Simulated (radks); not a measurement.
Excited configurations of neutral argon: one electron is placed in a higher orbital outside [Ne] 3s2 3p5. The ground configuration is [Ar]. All-electron calculation, Dirac Kohn-Sham, PBE, spin-unpolarised, spherical densities, point nucleus; open shells are shared between the two j in proportion to 2j + 1. Program: a radial shooting solver on a logarithmic mesh with Libxc functionals. Excitation = E - E(ground); binding = E(ion) - E, where the ion is the core of charge +1; n* = 1/sqrt(2 binding) in atomic units, and the quantum defect is n - n*. Eigenvalue and <r> are those of j = l + 1/2.

outer orbital  excitation (eV)  binding (eV)     n*  quantum defect  eigenvalue (eV)
3d                      14.152         1.906  2.672           0.328           -0.616
4s                      11.926         4.132  1.815           2.185           -2.233
4p                      13.370         2.687  2.250           1.750           -1.361
4d                      14.751         1.307  3.226           0.774           -0.664
5d                      15.224         0.834  4.040           0.960           -0.496
6s                      14.991         1.066  3.572           2.428           -0.677
6p                      15.188         0.870  3.955           2.045           -0.547
6d                      15.487         0.571  4.880           1.120           -0.364
7p                      15.471         0.587  4.813           2.187           -0.386
7d                      15.643         0.415  5.725           1.275           -0.275

The Delta-SCF ionisation energy is 16.058 eV (NIST Atomic Spectra Database: 15.760 eV, measured). Self-interaction in the functional shifts the binding energies and quantum defects, so they are the method's values and not measured ones. Spin polarisation and multiplet splitting are left out, so open shells lie too high by an amount that depends on their filling.

Beside tabulated values, note that spin-unpolarised runs miss the spin-polarisation part of the exchange energy of open shells.
